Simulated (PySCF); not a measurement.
A species of formula C7H11F has this rotational fingerprint, computed with PBE0/def2-SVPD in PySCF (dipole) on a GFN2-xTB geometry, gas phase:

```
Rotational constants : A = 5143, B = 814.7, C = 746.4 MHz
Dipole components    : |μa| = 1.40 D, |μb| = 1.56 D, |μc| = 0.58 D
Inertial defect      : -41.53 u·Å²
κ                    : -0.97
```

Task: Which structure is it? (One computed conformer of each.)
A. `[CH2:1]=[CH:2][C@H:3]([F:4])/[CH:5]=[CH:6]/[CH2:7][CH3:8]` with C1–C2–C3–F4 9°, C2–C3–C5–C6 -103°, C5–C6–C7–C8 121°
B. `[F:1][CH2:2][C:3]1=[CH:4][CH2:5][CH2:6][CH2:7][CH2:8]1` with F1–C2–C3–C4 -2°, C3–C4–C5–C6 -16°, C4–C5–C6–C7 47°, C5–C6–C7–C8 -64°, C6–C7–C8–C3 48°
C. `[CH3:1][CH:2]([CH3:3])[C@@H:4]1[CH2:5][CH:6]=[C:7]1[F:8]` with C1–C2–C4–C5 -70°
D. `[CH2:1]=[CH:2][C@@H:3]1[C@H:4]([CH3:5])[CH2:6][C@H:7]1[F:8]` with C1–C2–C3–C4 -118°, C2–C3–C4–C5 -17°, C3–C4–C6–C7 13°, C4–C6–C7–F8 -131°, C2–C3–C7–C6 135°

Result: A. It is C=C[C@H](F)/C=C/CC, a near-prolate asymmetric top, point group C1. The candidates at the same level (rigid rotor, commonest isotopes):

| SMILES | A (MHz) | B (MHz) | C (MHz) | μa (D) | μb (D) | μc (D) | Δ (u·Å²) | point group | rotor |
| --- | --- | --- | --- | --- | --- | --- | --- | --- | --- |
| CC(C)[C@@H]1CC=C1F | 2998 | 1681 | 1147 | 0.88 | 1.32 | 0.00 | -28.60 | C1 | asymmetric top |
| C=C[C@@H]1[C@H](C)C[C@H]1F | 2378 | 1851 | 1155 | 0.85 | 1.77 | 0.16 | -48.01 | C1 | asymmetric top |
| C=C[C@H](F)/C=C/CC | 5143 | 814.7 | 746.4 | 1.40 | 1.56 | 0.58 | -41.53 | C1 | near-prolate asymmetric top |
| FCC1=CCCCC1 | 4136 | 1342 | 1065 | 1.59 | 1.28 | 0.04 | -24.26 | C1 | asymmetric top |

`FCC1=CCCCC1` has B 65 % too high; `C=C[C@@H]1[C@H](C)C[C@H]1F` has B 127 % too high; `CC(C)[C@@H]1CC=C1F` has B 106 % too high. No structure here is proved a minimum.
